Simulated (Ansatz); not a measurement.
Consider the redistribution: `O[CH2][SnH2][SH]` + `[OH][GeH]([Cl])[Cl]` → `O[CH2][SnH2][OH]` + `[SH][GeH]([Cl])[Cl]`.

Calculated with Ansatz (gas phase, PBE0-D4/def2-TZVP geometries, no zero-point term in ΔE). CCSD(T)/CBS is the MP2 limit (def2-TZVPP, def2-QZVPP) plus CCSD(T) − MP2 in def2-TZVPP, frozen cores. DFT in def2-TZVPP. def2 core potentials past Kr. For Ge, Sn outer-core shells are correlated without core-valence functions, which leaves a few kJ/mol of doubt a bond. Scalar relativity is left out up to krypton. One conformer a species, not always the lowest.

Q: Is it downhill or uphill in electronic energy at CCSD(T)/CBS, and by how much? (An estimate is asked.)

A: Ansatz gave: Uphill: ΔE = +42.8 kJ/mol.

Q: What do these levels give: ωB97M-V, PBE, MP2/def2-TZVPP, CCSD/def2-TZVPP, HF/def2-QZVPP, HF/CBS(def2)? (Best estimate.)

A: Computed: ωB97M-V 44.5, PBE 46.6, MP2/def2-TZVPP 45.7, CCSD/def2-TZVPP 43.1, HF/def2-QZVPP 39.4, HF/CBS(def2) 39.2 kJ/mol.

Largest T1 diagnostic among the species: 0.012.

In def2-TZVPP, CCSD(T) changes the Hartree–Fock value by +4.5 kJ/mol (the triples alone add +1.6 kJ/mol) and MP2 by +5.5 kJ/mol.
